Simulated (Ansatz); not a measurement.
`[SiH3]CI` + `OCF` → `FCOC[SiH3]` + HI  (substitution at a C–I bond)

Gas-phase electronic energies from Ansatz, PBE0-D4/def2-TZVP geometries. CCSD(T)/CBS is the MP2 limit (def2-TZVPP, def2-QZVPP) plus CCSD(T) − MP2 in def2-TZVPP, frozen cores. DFT in def2-TZVPP. B3LYP here is the variant with VWN-RPA as its local correlation; programs differ in this. def2 core potentials past Kr. For I outer-core shells are correlated without core-valence functions, which leaves a few kJ/mol of doubt a bond. Each species was taken in one conformer, which may not be the lowest.

`[SiH3]CI`:

```xyz
8

Si    0.475    0.656    0.512
C    -0.620   -0.440   -0.547
I     0.169   -2.430   -0.587
H     0.520    0.125    1.896
H    -0.089    2.034    0.529
H     1.843    0.693   -0.061
H    -0.665   -0.113   -1.585
H    -1.633   -0.525   -0.157
```

`OCF`:

```xyz
6

O     0.557    0.909    0.184
C    -0.278   -0.174    0.110
F     0.433   -1.356    0.194
H     1.074    0.968   -0.625
H    -0.837   -0.220   -0.832
H    -0.949   -0.128    0.968
```

`FCOC[SiH3]`:

```xyz
12

F    -0.256    0.522    1.873
C    -1.334    0.570    0.999
O    -0.936    0.942   -0.246
C    -0.222   -0.056   -0.972
Si    1.527   -0.469   -0.344
H    -2.022    1.331    1.371
H    -1.784   -0.432    1.015
H    -0.129    0.337   -1.988
H    -0.827   -0.971   -1.042
H     2.269    0.775   -0.027
H     2.205   -1.173   -1.469
H     1.507   -1.375    0.831
```

HI:

Cartesian coordinates in Å:
```
I 0.697 -0.277 0.292
H -0.697 0.277 -0.292
```

**Question.** Is it downhill or uphill in electronic energy at CCSD(T)/CBS, and by how much? (Estimate.)

**Answer.** The calculation gave: Uphill: ΔE = +0.65 eV.

**Question.** What do these levels give: B3LYP-D4, ωB97X-V, HF/def2-TZVPP, MP2/def2-TZVPP, CCSD(T)/def2-TZVPP, HF/CBS(def2)? (Best estimate.)

**Answer.** The calculation gave: B3LYP-D4 0.51, ωB97X-V 0.48, HF/def2-TZVPP 0.52, MP2/def2-TZVPP 0.68, CCSD(T)/def2-TZVPP 0.56, HF/CBS(def2) 0.53 eV.

Largest T1 diagnostic among the species: 0.012.

In def2-TZVPP, CCSD(T) changes the Hartree–Fock value by +0.04 eV (the triples alone add +0.01 eV) and MP2 by +0.16 eV.
